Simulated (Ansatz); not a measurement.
`C[NH][Ge]([F])([F])[F]` → F• + `C[NH][Ge]([F])[F]`• at 700 K and 1 bar (homolysis of the F–Ge bond).

Computed with Ansatz on PBE0-D4/def2-TZVP structures; ΔE is electronic, products minus reactants. CBS: MP2 limit from def2 TZ/QZ plus the TZ coupled-cluster correction, frozen cores. This one scheme is used for every species, atoms too. No spin–orbit coupling; open shells (•) take unrestricted orbitals. Spin–orbit coupling would lower the free atoms: a little for F. Bonds to Ge are less sure, by a few kJ/mol each and by 10 to 20 or more in all where they break to atoms, as the def2 sets lack core-valence functions. Scalar relativity is left out up to krypton. One conformer a species, not always the lowest.

```tsv
species	CCSD(T)/CBS energy (Eh)	H − E (kJ/mol)	S (J/(mol·K))
`C[NH][Ge]([F])([F])[F]`	-2470.78181	245.2	500.5
F•	-99.66871	14.6	178.2
`C[NH][Ge]([F])[F]`•	-2370.90091	225.0	463.5
```

H − E and S are ideal-gas, rigid-rotor, harmonic terms from PBE0-D4/def2-TZVP, for one conformer and one mirror image of each species, with the whole ground term of open shells counted as degenerate. 1 Eh = 2625.50 kJ/mol, R = 8.31446 J/(mol·K).

**Question.** By hand: ΔE, ΔH, ΔS and ΔG.

**Answer.** ΔE = (-99.66871) + (-2370.90091) − (-2470.78181) = 0.21219 Eh = 557.1 kJ/mol. Δ(H − E) = 14.6 + 225.0 − 245.2 = -5.6, so ΔH = 551.5 kJ/mol. ΔS = 178.2 + 463.5 − 500.5 = 141.2 J/(mol·K). ΔG = 551.5 − 700 × (141.2)/1000 = 452.7 kJ/mol.

**Question.** By hand: the equilibrium constant, and the temperature at which ΔG would vanish if ΔH and ΔS stayed fixed.

**Answer.** log₁₀ K = −ΔG/(RT ln 10) = -33.8. ΔG = 0 at ΔH/ΔS = 3906 K, far beyond where these terms or the molecules hold.

The number of gas molecules changes by +1, which sets the sign of ΔS. A doubt of 5 kJ/mol in ΔE shifts log₁₀ K by 0.4 here. Other conformers and mirror images would add mixing entropy, several J/(mol·K) or more a flexible species. Modes under 60 cm⁻¹, often nearly free rotors, make the harmonic entropy too high. These are equilibria of isolated gas molecules and say nothing of rates. Largest T1 diagnostic: 0.015 (customary marks: 0.02 for closed shells, 0.045 for open ones).
